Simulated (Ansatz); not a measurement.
# CBr2Cl2 (dibromodichloromethane): from total energies to a heat of formation

CBr2Cl2 has 5 atoms, charge 0, and is taken as a singlet. As SMILES, `ClC(Cl)(Br)Br`. Geometry: relaxed at PBE0-D4/def2-TZVP.

Total energies at r2SCAN0/6-31G* (spherical functions) (Ansatz 0.2.0); the atoms run unrestricted:

| species | state | energy (Eh) |
| --- | --- | --- |
| CBr2Cl2 | singlet | -6105.989300 |
| Cl | doublet | -460.085053 |
| C | triplet | -37.821169 |
| Br | doublet | -2573.780109 |

Harmonic wavenumbers at PBE0-D4/def2-TZVP, in cm⁻¹: 154, 174, 233, 245, 265, 391, 696, 750, 786.

Measured heats of formation of the gaseous atoms at 298.15 K, in kJ/mol: Cl 121.3, C 716.9, Br 111.9. Spin-orbit lowering of the atoms at 298 K (mean of the ground term's levels less their thermal mean, from spectra), in kJ/mol: Cl 3.44, C 0.02, Br 14.69. Take 1 Eh = 2625.50 kJ/mol, 1 cm⁻¹ = 0.0119627 kJ/mol, RT = 2.479 kJ/mol.

Problem. What heat of formation follows?

Solution. 
1. Electronic atomisation energy: 2 × (-460.085053) + (-37.821169) + 2 × (-2573.780109) − (-6105.989300) = 0.437807 Eh = 1149.5 kJ/mol.
2. Zero-point energy: half the sum of the wavenumbers, 1847 cm⁻¹ = 22.1 kJ/mol.
3. Thermal vibrational enthalpy, Σ hcν̃/(exp(hcν̃/kT) − 1): 8.7 kJ/mol. Translation, rotation and pV of a non-linear molecule: 4 RT = 9.9 kJ/mol.
4. The 5 free atoms carry 5/2 RT each: 31.0 kJ/mol.
5. Spin-orbit coupling lowers the free atoms by 2 × 3.44 + 0.02 + 2 × 14.69 = 36.3 kJ/mol.
6. Atomisation enthalpy at 298 K: 1149.5 − 36.3 − 22.1 − 8.7 − 9.9 + 31.0 = 1103.5 kJ/mol.
7. Sum of the atoms' heats of formation: 1183.3 kJ/mol. Heat of formation: 1183.3 − 1103.5 = +79.8 kJ/mol.

The tabulated value is +3.4 kJ/mol (Active Thermochemical Tables), so this level is off by +76.4 kJ/mol, or 6.5 % of the atomisation enthalpy that the table implies (1179.8 kJ/mol). Relativity is left out. Anharmonicity and any spin-orbit splitting of the molecule are left out.
